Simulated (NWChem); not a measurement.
# AlH, singlet; SMILES [AlH]

Results from NWChem. Low-valent species are run as closed-shell singlets; no triplet was tried in these runs. The geometry was optimised at PBE0/def2-SVP. Vertical excitations in the gas phase; the lowest state need not have the same character in each row.

| level | lowest excitation, singlet (eV) | oscillator strength of that lowest state | lowest triplet (eV) | orbital gap (eV) |
|---|---|---|---|---|
| PBE/aug-cc-pVDZ, TDA | 2.85 | 0.057 | 1.64 | 2.32 |
| B3LYP/aug-cc-pVDZ, TDA | [?] | [?] | 1.80 | [?] |
| LDA (Slater exchange, VWN5)/aug-cc-pVDZ, TDA | 2.79 | 0.051 | 1.78 | 2.22 |
| BHandHLYP/aug-cc-pVDZ, TDA | 3.05 | 0.073 | 1.75 | 5.55 |

Task: Fill in the missing entries.

Result: 
- B3LYP/aug-cc-pVDZ, TDA, lowest excitation, singlet (eV): 2.96
- B3LYP/aug-cc-pVDZ, TDA, oscillator strength of that lowest state: 0.063
- B3LYP/aug-cc-pVDZ, TDA, orbital gap (eV): 3.67
